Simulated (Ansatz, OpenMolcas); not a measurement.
**CH5AsSi (SMILES C1[SiH2][AsH]1): methods side by side**

CH5AsSi has 8 atoms, charge 0, and is taken as a singlet. SMILES: `C1[SiH2][AsH]1`. The shape is that of a PBE0-D4/def2-TZVP optimisation.

Each level gives the vertical ionisation energy (to the doublet cation) (eV). The values are calculated.

```json
{"level": "HF/def2-SVP", "kind": "Hartree–Fock", "program": "Ansatz", "value (eV)": "8.12", "less CCSD(T)/def2-SVP": "-0.72", "CPU time (all runs)": "18 s"}
{"level": "SVWN5/def2-SVP", "kind": "LDA", "program": "OpenMolcas", "value (eV)": "9.10", "less CCSD(T)/def2-SVP": "+0.26", "CPU time (all runs)": "71 s"}
{"level": "BLYP/def2-SVP", "kind": "GGA", "program": "OpenMolcas", "value (eV)": "8.73", "less CCSD(T)/def2-SVP": "-0.11", "CPU time (all runs)": "1.9 min"}
{"level": "r2SCAN/def2-SVP", "kind": "meta-GGA", "program": "Ansatz", "value (eV)": "9.00", "less CCSD(T)/def2-SVP": "+0.16", "CPU time (all runs)": "54 s"}
{"level": "M06-2X/def2-SVP", "kind": "hybrid meta-GGA", "program": "OpenMolcas", "value (eV)": "9.00", "less CCSD(T)/def2-SVP": "+0.16", "CPU time (all runs)": "2.8 min"}
{"level": "HSE06/def2-SVP", "kind": "range-separated hybrid", "program": "Ansatz", "value (eV)": "9.00", "less CCSD(T)/def2-SVP": "+0.16", "CPU time (all runs)": "35 s"}
{"level": "PBE-QIDH/def2-SVP", "kind": "double hybrid", "program": "Ansatz", "value (eV)": "9.05", "less CCSD(T)/def2-SVP": "+0.21", "CPU time (all runs)": "39 s"}
{"level": "CCSD(T)/def2-SVP, open shells restricted", "kind": "coupled cluster or CI", "program": "OpenMolcas", "value (eV)": "8.84", "less CCSD(T)/def2-SVP": "0.00", "CPU time (all runs)": "3.3 min"}
```

CCSD(T)/def2-SVP, open shells restricted is the highest level here, not the true value. All-electron rows without a relativistic Hamiltonian named are non-relativistic. The values span 8.12 to 9.10 eV. In the correlated wave-function rows the outer d shell of As is correlated, in sets not made for it. CPU times are rough (shared hosts, several kinds of processor and program).
